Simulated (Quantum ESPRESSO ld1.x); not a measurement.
Problem. The mean radii <r> (bohr) of the occupied orbitals of an atom or ion are listed with their occupations. Method: Dirac Kohn-Sham, PW91, spin-unpolarised, spherical densities, point nucleus; computed with ld1.x of Quantum ESPRESSO 7.5.

| orbital | occ. | <r> |
|---|---|---|
| 1s1/2 | 2 | 0.04830 |
| 2s1/2 | 2 | 0.1998 |

Name the element and its charge. Open shells, if any, fill j = l - 1/2 first.

Solution. Z = 31, gallium, charge +27: Ga27+ in [He] 2s2. The 1s radius gives Z: for a bare nucleus <r> = (2 gamma + 1)/(2Z) with gamma = sqrt(1 - (Z/c)^2), 0.04755 bohr for Z = 31, and screening makes it slightly larger (0.04830 here). The occupations add up to 4, and the charge is Z minus that.
